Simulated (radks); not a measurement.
Q: Tl2+, configuration [Xe] 4f14 5d10 6s(up 0.5, down 0.5) (fractional occupations, a model configuration). Calculated with a radial shooting solver on a logarithmic mesh with Libxc functionals: scalar-relativistic Kohn-Sham, r2SCAN, spin-polarised, spherical densities, finite nucleus; meta-GGA in the generalised Kohn-Sham scheme; Fermi nuclear charge, rms radius 5.4759 fm. Some entries of the table are withheld. Estimate them.

orbital,occ.,eigenvalue (eV),<r^2> (bohr^2)
1s,2,-85704.86,0.0003690
2s,2,-15304.33,0.005605
2p,6,-13166.01,0.004756
3s,2,-3678.271,0.03602
3p,6,(1),0.03724
3d,10,-2417.595,0.03090
4s,2,-841.7268,0.1729
4p,6,-638.2376,0.1977
4d,10,-398.2479,0.2231
5s,2,-151.4266,0.8693
4f,14,(2),0.2630
5p,6,-96.0254,1.150
5d,10,-33.6518,2.142
6s,1,-25.2265,5.731

A: 
(1) 3p eigenvalue (eV): -3060.136
(2) 4f eigenvalue (eV): -133.1990
